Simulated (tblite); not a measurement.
C6H8F2.
Numbering: `[CH:1]#[C:2][C@H:3]([F:4])[C:5]([CH3:6])([CH3:7])[F:8]` (hydrogens: H9 on C1; H10 on C3; H11, H12, H13 on C6; H14, H15, H16 on C7)

Computed with GFN2-xTB (tblite), gas phase: Langevin dynamics at 400 K from the optimised GFN2-xTB geometry, time step 0.5 fs, friction 0.01 fs⁻¹, 2000 steps.

Start geometry:
```
atom  x, y, z in Å
C1      2.880    1.000    0.165
C2      1.979    0.217    0.254
C3      0.875   -0.721    0.328
F4      0.797   -1.459   -0.840
C5     -0.484   -0.011    0.549
C6     -1.614   -1.031    0.626
C7     -0.734    1.054   -0.510
F8     -0.387    0.616    1.790
H9      3.675    1.682    0.109
H10     1.052   -1.440    1.141
H11    -1.684   -1.573   -0.312
H12    -2.554   -0.520    0.819
H13    -1.429   -1.736    1.434
H14    -1.696    1.530   -0.336
H15    -0.730    0.595   -1.495
H16     0.047    1.809   -0.465
```

The statistics below take the 31 frames saved every 25 fs from 250 to 1000 fs; their kinetic temperature (all 3N coordinates) averages 412 K.

**Question.** Give the mean, spread and extremes of the bond lengths.

**Answer.** 
| bond | start (Å) | mean (Å) | standard deviation (Å) | shortest (Å) | longest (Å) |
| --- | --- | --- | --- | --- | --- |
| C1≡C2 | 1.196 | 1.199 | 0.014 | 1.175 | 1.224 |
| C2–C3 | 1.451 | 1.452 | 0.029 | 1.403 | 1.518 |
| C3–F4 | 1.384 | 1.398 | 0.059 | 1.321 | 1.536 |
| C3–C5 | 1.550 | 1.565 | 0.039 | 1.499 | 1.643 |
| C5–C6 | 1.523 | 1.530 | 0.034 | 1.453 | 1.618 |
| C5–C7 | 1.522 | 1.528 | 0.040 | 1.434 | 1.602 |
| C5–F8 | 1.394 | 1.405 | 0.047 | 1.301 | 1.486 |
| C1–H9 | 1.049 | 1.051 | 0.020 | 0.995 | 1.099 |
| C3–H10 | 1.100 | 1.110 | 0.031 | 1.061 | 1.193 |
| C6–H11 | 1.086 | 1.095 | 0.037 | 1.021 | 1.171 |
| C6–H12 | 1.087 | 1.096 | 0.039 | 1.018 | 1.192 |
| C6–H13 | 1.088 | 1.094 | 0.032 | 1.036 | 1.169 |
| C7–H14 | 1.087 | 1.096 | 0.034 | 1.019 | 1.153 |
| C7–H15 | 1.087 | 1.095 | 0.044 | 1.017 | 1.211 |
| C7–H16 | 1.088 | 1.093 | 0.033 | 1.032 | 1.179 |

**Question.** Give the same statistics for bond angles, one of each kind among heavy atoms.

**Answer.** 
```tsv
angle	start (°)	mean (°)	standard deviation (°)	smallest (°)	largest (°)
C1–C2–C3	178.5	168.4	6.3	158.6	177.5
C2–C3–F4	110.2	109.6	5.1	99.1	120.4
C2–C3–C5	112.3	113.7	3.8	104.9	120.3
F4–C3–C5	108.4	107.4	3.8	100.3	114.1
C3–C5–C6	110.6	110.7	5.1	102.1	119.7
C3–C5–C7	111.4	110.7	4.2	102.3	118.4
C3–C5–F8	105.8	105.9	4.4	96.6	115.9
C6–C5–C7	112.5	112.7	4.4	103.3	125.1
C6–C5–F8	107.9	108.1	5.2	95.6	120.0
C7–C5–F8	108.4	107.9	3.6	96.6	115.1
```

**Question.** Follow the torsion C2–C3–C5–C6 through every second one of these frames.

**Answer.** 
| t (fs) | C2–C3–C5–C6 (°) |
| --- | --- |
| 250 | 180 |
| 300 | 172 |
| 350 | -170 |
| 400 | -178 |
| 450 | 165 |
| 500 | 170 |
| 550 | 180 |
| 600 | 169 |
| 650 | -171 |
| 700 | 180 |
| 750 | -170 |
| 800 | -174 |
| 850 | -175 |
| 900 | 180 |
| 950 | 178 |
| 1000 | 165 |

Largest departure from the start value over all these frames: C2–C3–C5–C6 15° (start 180°).

**Question.** How widely does the potential energy scatter, against a harmonic estimate?

**Answer.** Mean 0.76 eV above the start, standard deviation 0.158 eV, range 0.45 to 1.09 eV. For 42 classical harmonic modes at 400 K the canonical values are 42kT/2 = 0.72 eV and kT·√(42/2) = 0.158 eV.

The run is classical and short, so these are rough statistics of one trajectory.

What follows is the cost of the whole dynamics run. Time: 8.9 s of wall time; peak memory 0.19 GiB. Hardware: Arm Neoverse V2, one thread, shared host with 96 logical CPUs at a one-minute load of 48.
